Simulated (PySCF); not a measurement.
Be(SH)(SiH3) (BeH4SSi), SMILES [SH][Be][SiH3]. Heavy atoms are numbered as in [Be:1]([SH:2])[SiH3:4]. Hydrogens are named by the atom that carries them.

Geometry optimised at PBE0-D3(BJ)/def2-TZVP. Other conformers were not sampled.

Calculation: B3LYP/pcSseg-2 (PySCF).

GIAO shieldings, no solvent; atoms alike by connectivity are averaged. δ = σ(ref) − σ: ³³S against H2S (σ = 688.9 ppm); ¹H against TMS (σ = 31.68 ppm); ²⁹Si against TMS (σ = 325.2 ppm), references at their B3LYP-D3(BJ)/def2-TZVP geometries, non-relativistic.

```tsv
nucleus	atoms	count	δ (ppm)
³³S	S2 (SH)	1	42.1
¹H	H on Si4	3	3.11
¹H	H on S2	1	0.55
²⁹Si	Si4 (SiH3)	1	-147.0
```
